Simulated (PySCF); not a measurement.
## Palladium: a sound run and one with changed settings

Sound run: Pd [Kr] 4d10, Pd⁺ [Kr] 4d9. Calculation: PySCF 2.14, in def2-TZVP with the def2 core potential (28 electrons); a scalar-relativistic core potential. The sound run starts from symmetry-adapted Hartree-Fock orbitals and uses a fine grid where one is needed.

Changed run: radial step 0.3 in ln r (0.13 in the sound run). This setting is unsound on purpose.

```tsv
species	method	sound run (hartree)	changed run (hartree)	converged
Pd	UHF	-127.03019	-127.03019	yes
Pd	BP86	-127.97382	-127.97387	yes
Pd	LDA	-127.63163	-127.63156	yes
Pd⁺	UHF	-126.79939	-126.79939	yes
Pd⁺	BP86	-127.64775	-127.64791	yes
Pd⁺	LDA	-127.29405	-127.29399	yes
```

Ionisation energy of Pd:

```
method  sound run (eV)  changed run (eV)
   UHF           6.281             6.281
  BP86           8.873             8.870
   LDA           9.186             9.186
```

A coarse radial grid mis-integrates the density and the exchange-correlation energy, with errors of either sign; Hartree-Fock needs no grid.

For comparison, NIST gives 8.337 eV between the lowest levels.
